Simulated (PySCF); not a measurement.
Distorted geometries of Nd(BH4)3

Nd(BH4)3 (singlet in the valence; each metal's 4f electrons, 3 of them, lie in its core potential, out of spins and levels). PySCF 2.14.0, RKS TPSS, Nd lcecp-1-SVP with ECP49, B def2-SVP, H def2-SVP; non-relativistic Hamiltonian with scalar-relativistic core potentials where named; density fitting; no spin-orbit coupling. Relaxed geometry:

```xyz
16

Nd    0.0000    0.0000    0.0000
B     2.5324    0.0120    0.0000
H     3.7367   -0.0093    0.0000
H     2.0198   -0.5741    0.9941
H     2.0198   -0.5741   -0.9941
H     2.0451    1.1652    0.0000
B    -1.2766    2.1871    0.0000
H    -1.8603    3.2407    0.0000
H    -0.5127    2.0363    0.9941
H    -0.5127    2.0363   -0.9941
H    -2.0316    1.1885    0.0000
B    -1.2558   -2.1991    0.0000
H    -1.8764   -3.2315    0.0000
H    -1.5071   -1.4621    0.9941
H    -1.5071   -1.4621   -0.9941
H    -0.0135   -2.3537    0.0000
```

Problem. Order these distorted geometries by energy above the relaxed one, lowest first.
A.
```xyz
16

Nd   -0.1161   -0.0617   -0.0314
B     2.5565   -0.0443   -0.0949
H     3.7058   -0.0431    0.0807
H     2.1309   -0.5318    0.9536
H     2.0114   -0.6168   -0.9025
H     2.0047    1.2454    0.0343
B    -1.3007    2.1423   -0.0612
H    -1.8806    3.1809   -0.0591
H    -0.4473    1.9929    0.9272
H    -0.4017    2.1117   -1.0639
H    -2.1313    1.1951    0.1601
B    -1.3046   -2.1576    0.0039
H    -1.8224   -3.1515   -0.0101
H    -1.5034   -1.5940    1.0705
H    -1.4457   -1.4297   -1.0088
H    -0.0557   -2.2376    0.0016
```
B.
```xyz
16

Nd    0.0398   -0.0818    0.0190
B     2.5154    0.0919   -0.0371
H     3.7901   -0.0543    0.0343
H     2.0659   -0.4630    0.9026
H     2.0286   -0.5894   -0.9829
H     2.0004    1.1705   -0.0131
B    -1.2704    2.1361   -0.0015
H    -1.8135    3.2419    0.0373
H    -0.4774    2.1114    1.0179
H    -0.6142    2.0894   -1.1075
H    -2.0279    1.2568   -0.0484
B    -1.3481   -2.3337   -0.0260
H    -1.9258   -3.3055    0.1539
H    -1.4577   -1.4182    0.9983
H    -1.4625   -1.5350   -1.0010
H    -0.0428   -2.3171    0.0539
```
C.
```xyz
16

Nd   -0.0518    0.1263   -0.0094
B     2.6971   -0.1268   -0.0697
H     3.7851    0.0473    0.1435
H     1.8362   -0.5003    1.0003
H     1.7887   -0.4442   -0.9817
H     2.0372    1.3328   -0.1013
B    -1.3902    2.2023   -0.1570
H    -1.8469    3.2620   -0.0210
H    -0.5725    2.0233    0.9337
H    -0.5272    1.8392   -0.9737
H    -1.9500    1.2368    0.0487
B    -1.2002   -2.3628    0.1067
H    -1.9658   -3.3358    0.1038
H    -1.4474   -1.5166    0.9451
H    -1.4368   -1.4533   -0.9931
H     0.2445   -2.3301    0.0252
```

Solution. B (0.84 eV), A (1.25 eV), C (2.93 eV).

Problem. Which forces (eV/Å) act in the one that lies 0.84 eV up?

Solution. 
```
Nd  -0.98  0.65 -0.23
B    2.67 -0.91 -0.79
H   -1.46  0.53 -0.27
H   -0.64 -0.92  1.51
H    0.02  0.19 -0.15
H   -0.13  1.05 -0.26
B    1.25  2.40 -0.18
H    0.04 -0.49 -0.04
H   -0.16 -0.59 -0.65
H    0.26 -0.38  0.65
H   -1.09 -1.63  0.30
B    2.40  3.55  1.09
H   -0.77 -1.29 -0.07
H   -0.42 -0.91 -0.68
H   -0.50 -0.38 -0.11
H   -0.49 -0.86 -0.13
```
Forces carry noise of the integration grid, about 0.01 to 0.03 eV/Å.

No frequency check is given that shows the relaxed geometry to be a minimum. An lcecp potential fixes the number of 4f electrons, so in runs with it no electron can move into or out of that shell.
